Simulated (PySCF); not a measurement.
B3LYP has the VWN-RPA correlation part, as in Gaussian. Excitations are Tamm–Dancoff values on a coarser integration grid. The basis has no diffuse functions, so Rydberg states are missing or too high.

# H2F3NSi, SMILES `N[Si](F)(F)F` (charge 0, multiplicity 1)

The numbers are results of B3LYP-D3(BJ)/def2-TZVP run with PySCF 2.14.0, not measurements.

```json
{
 "HOMO": "-8.37 eV",
 "dipole_moment": "2.88 D",
 "HOMO–LUMO gap": "8.44 eV",
 "LUMO": "0.07 eV",
 "S1 excitation (TDA)": "7.24 eV",
 "S1 oscillator strength": "0.043",
 "T1 excitation (TDA)": "6.69 eV",
 "S1–T1 gap (TDA)": "0.56 eV",
 "vertical ionisation energy (Delta-SCF)": "11.39 eV",
 "total_energy": "-645.4298 Ha",
 "cost": "very roughly 100 core-seconds"
}
```

```xyz
7

N      1.0461     0.0265    -0.1223
Si    -0.6230    -0.0026     0.0228
F     -1.2091     1.4274    -0.3052
F     -1.1824    -0.3778     1.4564
F     -1.2230    -1.0784    -0.9665
H      1.6002     0.8133     0.1714
H      1.5912    -0.8085    -0.2566
```
